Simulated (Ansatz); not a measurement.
Reactions of `[AlH2][CH]1[SiH2]C1[SiH3]`.

Gas-phase electronic energies from Ansatz, PBE0-D4/def2-TZVP geometries. CBS: MP2 limit from def2 TZ/QZ plus the TZ coupled-cluster correction, frozen cores. def2 core potentials past Kr. For Sn outer-core shells are correlated without core-valence functions, which leaves a few kJ/mol of doubt a bond. Each species was taken in one conformer, which may not be the lowest.

Order these by ΔE at CCSD(T)/CBS, lowest first. (Estimate.)
A. `[AlH2][C@@H]1[SiH2][C@H]1[SiH3]` + `OCS` → `OCS[SiH3]` + `[AlH2][CH]1C[SiH2]1`
B. `[AlH2][C@@H]1[SiH2][C@H]1[SiH3]` + `C=C[Si](O)(O)O` → `C=C[Si](O)(O)O[SiH3]` + `[AlH2][CH]1C[SiH2]1`
C. `[AlH2][C@@H]1[SiH2][C@H]1[SiH3]` + `[OH][Sn][Cl]` → `[SiH3][O][Sn][Cl]` + `[AlH2][CH]1C[SiH2]1`

C (-97.3 kJ/mol), B (-87.9 kJ/mol), A (-46.2 kJ/mol).

Largest T1 diagnostic: 0.017, for `[OH][Sn][Cl]`.
